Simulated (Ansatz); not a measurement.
Consider the formal hydrolysis of the Si–B bond: `C[SiH](N)BF` + H₂O → `C[SiH](N)O` + `BF`.

Calculated with Ansatz (gas phase, PBE0-D4/def2-TZVP geometries, no zero-point term in ΔE). CCSD(T)/CBS adds triple-zeta CCSD(T) − MP2 to the extrapolated MP2 energy (def2 sets, frozen cores). This one scheme is used for every species. Functionals use def2-TZVPP. One conformer a species, not always the lowest.

```
             level  ΔE (kJ/mol)
            PBE-D4       -126.3
SCS-MP2/def2-TZVPP       -155.1
```

Q: What does CCSD(T)/CBS give? (Estimate.)

A: Ansatz gave: -144.2 kJ/mol. The listed levels differ from it by 17.9, -10.9 kJ/mol.

Largest T1 diagnostic among the species: 0.013.

In def2-TZVPP, CCSD(T) changes the Hartree–Fock value by +20.5 kJ/mol (the triples alone add +2.2 kJ/mol) and MP2 by +12.6 kJ/mol. From PBE to PBE0 (25 % exact exchange), in def2-TZVPP and without D4, ΔE moves by −7.1 kJ/mol.
